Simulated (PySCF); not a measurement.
A structure optimised at PBE-D3(BJ)/def2-SVP, used in a PySCF frequency run:

```xyz
4

Cd    -0.0075     0.0095     0.0000
Br     0.0054     2.4442     0.0000
Se    -0.0376    -2.4566     0.0000
H      1.4500    -2.4800     0.0000
```

Problem. Write its SMILES, formula and point group.

Solution. [SeH][Cd][Br], BrCdHSe, Cs

Problem. What are its rotational constants (standard atomic weights)?

Solution. 229.44, 0.52634, 0.52514 GHz
